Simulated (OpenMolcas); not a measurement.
**Lines of Pb I: computed and rescaled rates**

```
Program             : OpenMolcas
Method              : SS-CASPT2, IPEA 0.25 Eh, imaginary shift 0.1 Eh (closed shells correlated: 5d 6s)
Basis               : ANO-RCC-VQZP [9s8p6d4f3g]
Scalar Hamiltonian  : DKH2, point nucleus
Active space        : 2 electrons in 3 orbitals (6p)
State averaging     : 2S+1 = 3 even, 3 roots; 2S+1 = 1 even, 6 roots
Spin-orbit coupling : state interaction with AMFI integrals over the reference wave functions, term energies averaged over their components
```

Rates come from the transition moments of the reference wave functions (E1 and E2 in the length form). At fixed line strength A goes as λ^-3 for E1 and M1 and as λ^-5 for E2, so a rate at the computed wavelength can be rescaled to the measured one. Measured vacuum wavelengths follow from level energies in NIST Handbook of Basic Atomic Spectroscopic Data. Branching counts decays inside the model space alone, at computed energies, and the table is only a selection of the E2 and M1 lines, drawn from those between levels with measured partners whose computed energy lies within a factor of 1.5 of the measured one.

| Upper | Lower | Type | λ computed (nm) | λ measured (nm) | A computed (s-1) | A rescaled (s-1) | Branching % |
| --- | --- | --- | --- | --- | --- | --- | --- |
| 6s2 6p2 3P2 [60 %] | 6s2 6p2 3P1 | M1 | 3501 | 3532 | 1.91e-01 | 1.86e-01 | 51.6 |
| 6s2 6p2 3P1 | 6s2 6p2 3P0 | M1 | 1483 | 1279 | 4.82e+00 | 7.51e+00 | 100.0 |
| 6s2 6p2 1S0 | 6s2 6p2 1D2 [60 %] | E2 | 1238 | 1249 | 8.16e-01 | 7.81e-01 | 1.2 |
| 6s2 6p2 1D2 [60 %] | 6s2 6p2 3P2 [60 %] | M1 | 1083 | 925.3 | 7.66e+00 |  | 42.8 |
| 6s2 6p2 1D2 [60 %] | 6s2 6p2 3P2 [60 %] | E2 | 1083 | 925.3 | 4.16e-01 |  | 2.3 |
| 6s2 6p2 3P2 [60 %] | 6s2 6p2 3P0 | E2 | 1042 | 938.9 | 1.78e-01 | 3.00e-01 | 48.3 |
| 6s2 6p2 1D2 [60 %] | 6s2 6p2 3P1 | M1 | 827 | 733.2 | 9.49e+00 |  | 53.0 |
| 6s2 6p2 1D2 [60 %] | 6s2 6p2 3P1 | E2 | 827 | 733.2 | 3.44e-01 |  | 1.9 |
| 6s2 6p2 1S0 | 6s2 6p2 3P2 [60 %] | E2 | 577.6 | 531.4 | 1.12e+01 |  | 16.1 |
| 6s2 6p2 1S0 | 6s2 6p2 3P1 | M1 | 495.8 | 461.9 | 5.76e+01 |  | 82.7 |

Spin-changing lines and M1 lines between different terms are not rescaled, since their strength hangs on the term gaps too.

The largest correction is for 6s2 6p2 3P2 [60 %] → 6s2 6p2 3P0 (E2): 1.78e-01 × (1042 / 938.9)^5 = 3.00e-01 s-1, a factor of 1.68.

No measured rate stands beside these. Rescaling mends the energy factor alone: line strengths can still be far off where a level mixes with configurations outside the active space, and weak or spin-changing lines hang on small mixing coefficients that depend on the term gaps too, so rescaling need not improve them.

Term energies are means over components that CASPT2 splits; among the terms shown or strongly mixed into the levels shown the widest spread is 130 cm-1 (6s2 6p2 1D). Spin-orbit splittings of 6p shells tend to come out small when the coupling is added on scalar orbitals. With the s shell closed, the reference lacks s² → p² mixing. Measured partners are found by configuration, term and J. A level has none where our copy of the source lacks it or the pairing is in doubt (some pairs that miss far off the trend of their configuration count as doubtful). Where the source uses jj or jK labels, the order within each J decides. Levels of configurations outside the active space are missing.

A share in square brackets marks a mixed level and gives the weight of the term that names it.
